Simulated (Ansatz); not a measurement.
Reaction (formal loss of a carbene): `C[O][Ga]([NH2])[OH]` → `[CH2]` (triplet) + `[NH2][Ga]([OH])[OH]`

Isolated molecules relaxed with PBE0-D4/def2-TZVP in Ansatz; ΔE leaves out vibrations. CCSD(T)/CBS is the MP2 limit (def2-TZVPP, def2-QZVPP) plus CCSD(T) − MP2 in def2-TZVPP, frozen cores. This one scheme is used for every species. Functionals use def2-TZVPP. B3LYP here is the variant with VWN-RPA as its local correlation; programs differ in this. Triplets are unrestricted, without spin–orbit coupling. For Ga outer-core shells are correlated without core-valence functions, which leaves a few kJ/mol of doubt a bond. Scalar relativity is left out up to krypton. Each species was taken in one conformer, which may not be the lowest.

```csv
level,ΔE (eV),difference from CCSD(T)/CBS
LDA (SPW92),4.63,0.78
PBE-D4,3.96,0.11
BLYP-D4,3.88,0.03
r2SCAN-D4,3.65,-0.20
PBE0-D4,3.85,0.00
B3LYP-D4,3.86,0.01
ωB97X-V,4.02,0.17
revPBE,3.64,-0.21
BLYP,3.74,-0.11
LC-ωPBE,3.76,-0.09
MP2/def2-SVP,3.83,-0.02
CCSD/def2-SVP,3.71,-0.14
MP2/def2-TZVPP,3.84,-0.01
HF/def2-QZVPP,2.45,-1.40
MP2/CBS(def2),3.93,0.08
CCSD/CBS(def2),3.74,-0.11
CCSD(T)/CBS,3.85,0
```

Largest T1 diagnostic among the species: 0.013.

Leaving LDA and LC-ωPBE aside and taking each functional with its dispersion term where it has one, the values, not all of them listed here, spread over 0.42 eV, from r2SCAN0-D4 to ωB97X-V. LDA lies +0.73 eV from PBE without D4. The D4 term adds +0.10 eV with B3LYP and +0.05 eV with PBE0; it sums over pairs of atoms, weighted by their polarisabilities, and B3LYP, whose exchange is more repulsive, gets the larger term. In def2-TZVPP, CCSD(T) changes the Hartree–Fock value by +1.32 eV (the triples alone add +0.11 eV) and MP2 by +1.40 eV.

CCSD(T)/CBS has its own doubt, a few kJ/mol and more with outer-core shells, so smaller differences from it don't rank the levels.
